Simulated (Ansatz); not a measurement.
Start from `[OH][GaH][Br]` and change one element to get `[OH][GaH][Cl]`.

Ansatz, PBE0-D4/def2-TZVP geometries, multiplicity 1. Each molecule was computed in one conformer, which needn't be the lowest.

Scalar relativity is left out up to krypton.

```csv
property,`[OH][GaH][Br]`
HOMO energy (PBE/def2-TZVPP) / eV,-7.14
HOMO–LUMO gap (ωB97M-V/def2-TZVPP) / eV,11.17
LUMO energy (ωB97M-V/def2-TZVPP) / eV,0.49
HOMO–LUMO gap (B3LYP/def2-TZVPP) / eV,6.69
zero-point energy (PBE0-D4/def2-TZVP) / kJ/mol,56.5
size of the dipole moment (PBE/def2-TZVPP) / D,0.37
```

What does the change do to each property? (An estimate is asked.)

Computed: 
```
                                      property  `[OH][GaH][Cl]`  shift
             HOMO energy (PBE/def2-TZVPP) / eV            -7.50  -0.36
       HOMO–LUMO gap (ωB97M-V/def2-TZVPP) / eV            11.81   0.64
         LUMO energy (ωB97M-V/def2-TZVPP) / eV             0.58   0.09
         HOMO–LUMO gap (B3LYP/def2-TZVPP) / eV             7.25   0.56
zero-point energy (PBE0-D4/def2-TZVP) / kJ/mol             57.4    0.9
size of the dipole moment (PBE/def2-TZVPP) / D             0.47   0.10
```

With PBE0 the HOMO falls by 0.49 eV and the LUMO rises by 0.09 eV, so the gap widens by about 0.58 eV. PBE moves the HOMO by -0.36 eV and ωB97M-V by -0.54 eV. Dipoles are sizes alone; their direction can turn.

B3LYP here is the variant with VWN-RPA as its local correlation; programs differ in this.

Spin–orbit coupling is left out; it splits and shifts lone-pair levels of the heavy atoms by tenths of an eV.
